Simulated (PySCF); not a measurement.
Species: C₄H₆O₃S (charge +1 and doublet state).
SMILES with atom numbers: `[CH2+:1][CH:2][C@H:3]([CH:4]=[O:5])[SH:6](=[O:7])=[O:8]` (hydrogens: H9, H10 on C1; H11 on C2; H12 on C3; H13 on C4; H14 on S6)

Geometry (GFN2-xTB, Å), atoms numbered from 1 in this order:
```
atom  x, y, z in Å
C1     2.0904   -0.3483    0.9270
C2     0.8758    0.2079    0.7391
C3     0.1058    0.0711   -0.4804
C4    -0.5802    1.3538   -0.9302
O5    -1.1352    2.1103   -0.2196
S6    -1.5780   -0.8258   -0.1190
O7    -2.3212   -0.7112   -1.3163
O8    -2.0291   -0.3689    1.1353
H9     2.6126   -0.8789    0.1443
H10    2.5960   -0.2682    1.8770
H11    0.4126    0.8002    1.5214
H12    0.5833   -0.4870   -1.2848
H13   -0.5014    1.4866   -2.0298
H14   -1.1322   -2.1423    0.0137
```

The hyperfine couplings belong to this conformer and change with its torsions.

Method: PySCF, UKS B3LYP, pcH-1 on C H O S, non-relativistic, mean-field spin-orbit, GIAO. Isolated species at its GFN2-xTB geometry (one conformer only). Couplings are sensitive to structure, and on GFN2-xTB geometries they can be far from those on DFT ones, by a factor of two or more for some ions and for spin on atoms past the first row. Stability of the SCF solution: not tested.

Q: Match the computed a_iso(13C) values -37.7, +24.0, -11.9, -4.7 MHz with the sites C1; C2; C3; C4.

A: 
```tsv
site	a_iso (MHz)	ρ(0) (bohr⁻³)	position	distance from C1 (Å)	spin population	largest |T| (MHz)
C1	+24.0	+0.0213	largest spin population	0.00	+0.36	56.4
C2	-11.9	-0.0106	1 bond from C1	1.35	+0.06	11.2
C3	-4.7	-0.0042	2 bonds from O5	2.47	+0.11	33.1
C4	-37.7	-0.0335	1 bond from O5	3.67	-0.02	12.2
```

ρ(0) is the spin density at the nucleus and T the dipolar tensor; a_iso includes a spin–orbit part. Largest spin populations (Mulliken): C1 (+0.36), O5 (+0.26), C3 (+0.11) and H13 (+0.08). Main spin sites, with 60 % or more of the largest population: C1, O5; positions count bonds from the nearest.

Examples of negative spin density at the nucleus (bohr⁻³): C4 (-0.0335), S6 (-0.0277) and C2 (-0.0106).

H9 and H10 aren't averaged: C1 is flat or nearly so (angle sum 360°), and its turn about the short C1–C2 bond (1.35 Å) is taken as slow.

The SMILES `[CH2+][CH][C@H](C=O)[SH](=O)=O` draws the unpaired electron on C2, whose computed spin population is only +0.06.

Hardware: one thread, Intel Xeon at 2.70 GHz (x86_64), shared host with 64 logical CPUs at a one-minute load of 60. Cost: 1.9 min wall (with the writing of density and orbital grids), 1.1 GiB resident at most.
